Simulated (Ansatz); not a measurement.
Geometry optimisation, RKS B3LYP-D4/STO-3G in Ansatz.

input.yaml

```yaml
crystal:
  periodic: [false, false, false]
  atoms:
    - { symbol: C, position_ang: [0.1182, -2.3723, 0.1467] }
    - { symbol: Si, position_ang: [-0.3474, -0.6856, -0.5381] }
    - { symbol: O, position_ang: [0.5371, -0.1682, -1.8338] }
    - { symbol: C, position_ang: [0.945, 1.115, -1.1696] }
    - { symbol: "N", position_ang: [0.4804, 0.5874, 0.1344] }
    - { symbol: Si, position_ang: [-0.4878, 1.4428, 1.2418] }
    - { symbol: F, position_ang: [0.3853, 2.6796, 1.7802] }
    - { symbol: H, position_ang: [-0.2233, -3.1106, -0.541] }
    - { symbol: H, position_ang: [-0.4034, -2.4815, 1.1474] }
    - { symbol: H, position_ang: [1.1505, -2.4492, 0.3003] }
    - { symbol: H, position_ang: [-1.7869, -0.411, -0.769] }
    - { symbol: H, position_ang: [1.9534, 1.3672, -1.2447] }
    - { symbol: H, position_ang: [0.2289, 1.9537, -1.6108] }
    - { symbol: H, position_ang: [-1.736, 1.9499, 0.5958] }
    - { symbol: H, position_ang: [-0.8358, 0.5321, 2.3898] }
basis:
  gaussian: { orbitals: STO-3G }
hamiltonian:
  xc: b3lyp
  dispersion: d4
relax:
  f_tol: 0.02
  max_steps: 50
output:
  orbitals: {}
```

Launched with:

```bash
$ ansatz run input.yaml --threads 1 --pin off --max-ram 2048MiB --backend cpu --events-out ev --progress --plain --runs-dir out
```

Question: Where does it end, and by what steps?

Answer: The run converged. Limits of this set-up: minimal basis. After 20 steps the energy has fallen by 1.718 eV; H14 moved furthest, 1.62 Å.

```csv
step,energy less start (eV),largest force component (eV/Å),accepted
0,0.0000,6.172,yes
1,-1.3600,1.916,yes
2,-1.5444,0.504,yes
3,-1.5963,0.277,yes
4,-1.6217,0.307,yes
5,-1.6364,0.193,yes
6,-1.6506,0.238,yes
7,-1.6585,0.476,yes
8,-1.6708,0.362,yes
9,-1.6892,0.248,yes
10,-1.6358,0.957,no
11,-1.6987,0.140,yes
12,-1.7043,0.082,yes
13,-1.7082,0.192,yes
14,-1.7111,0.140,yes
15,-1.7146,0.066,yes
16,-1.7161,0.113,yes
17,-1.7168,0.078,yes
18,-1.7174,0.026,yes
19,-1.7175,0.026,yes
20,-1.7176,0.009,yes
```

```xyz
15
Properties=species:S:1:pos:R:3
C 0.329 -2.298 0.216
Si -0.492 -0.892 -0.718
O 0.427 -0.212 -2.042
C 0.526 1.080 -1.299
N -0.294 0.722 -0.089
Si -0.464 1.659 1.354
F 0.856 1.516 2.321
H 0.334 -3.216 -0.386
H -0.212 -2.515 1.146
H 1.368 -2.060 0.477
H -1.845 -1.312 -1.051
H 1.595 1.337 -1.072
H 0.103 1.928 -1.899
H -0.628 3.059 1.007
H -1.624 1.153 2.065
```

Time of the run: 120 s on 1 thread of Arm Neoverse V1, on a shared host, peak memory 0.19 GiB.
